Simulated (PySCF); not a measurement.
Match the calculated data to a structure.

| technique | computed result |
| --- | --- |
| UV, first state | lowest singlet excitation: 4.67 eV (265 nm, f = 0.010) [TDDFT B3LYP/def2-SVPD] |
| Triplet | lowest triplet excitation (Tamm–Dancoff): 3.79 eV [TDA B3LYP/def2-SVPD] |
| Rotational structure | rotational constants A, B, C: 3.423, 1.280, 1.096 GHz [GFN2-xTB] |
| UV, strongest line | among the 8 lowest singlet transitions: S8 at 6.83 eV (182 nm, f = 0.034) [TDDFT B3LYP/def2-SVPD] |
| Polarisability | 76.9 au [B3LYP/def2-SVPD] |
| Dipole | 1.88 D [B3LYP/def2-SVPD] |

Electronic properties: PySCF, gas phase, density fitting. Levels stand in brackets. One conformer (not necessarily the lowest) at the GFN2-xTB geometry, without solvent, vibrations or thermal averaging.

Question: Which candidate is it?
A. `O=C(O)C1C=COC=C1`
B. `C#C[C@@H]1C(=O)C[C@@H]1C`
C. `C#C[C@@H]1C(=O)[SiH2][C@@H]1C=O`

Answer: A. It is `O=C(O)C1C=COC=C1`. Numbering: `[O:1]=[C:2]([OH:3])[CH:4]1[CH:5]=[CH:6][O:7][CH:8]=[CH:9]1`. Its formula, C6H6O3, gives 4 degrees of unsaturation: 1 ring and 3 π bonds in the structure found. S1 is mainly HOMO→LUMO (weight 0.97); the largest Löwdin shares of the orbital it empties are 0.22 on the cyclic ether oxygen, 0.17 on each of 2 atoms of one kind (alkene CH carbon) and 0.10 on a vinylic carbon bearing oxygen, of the orbital it fills 0.15 on the carboxylic acid carbon, 0.14 on a vinylic carbon bearing oxygen, 0.14 on the acid carbonyl oxygen and 0.13 on an alkene CH carbon. The optimised geometry has point group C1 and is an asymmetric top.

The others, at the same levels:
- `C#C[C@@H]1C(=O)[SiH2][C@@H]1C=O` fails: its computed lowest singlet excitation is 3.24 eV (383 nm, f = 0.000) (against 4.67 eV), lowest triplet excitation (Tamm–Dancoff) is 2.65 eV (against 3.79 eV) and strongest line among the 8 lowest singlet transitions is S6 at 5.33 eV (233 nm, f = 0.034) (against S8 at 6.83 eV).
- `C#C[C@@H]1C(=O)C[C@@H]1C` fails: its computed lowest singlet excitation is 4.10 eV (302 nm, f = 0.001) (against 4.67 eV), strongest line among the 8 lowest singlet transitions is S4 at 6.10 eV (203 nm, f = 0.012) (against S8 at 6.83 eV) and static isotropic polarisability is 80.5 au (against 76.9 au).

Each candidate is one conformer, not necessarily the lowest. Dipoles, sizes and rotational constants follow the conformer. The torsions of the flexible species, by atom-mapped SMILES:
- `[O:1]=[C:2]([OH:3])[CH:4]1[CH:5]=[CH:6][O:7][CH:8]=[CH:9]1`: O1–C2–C4–C5 -17°, H–O3–C2–O1 -1°
- `[CH:1]#[C:2][C@@H:3]1[C:4](=[O:5])[SiH2:6][C@@H:7]1[CH:8]=[O:9]`: Si6–C7–C8–O9 90°
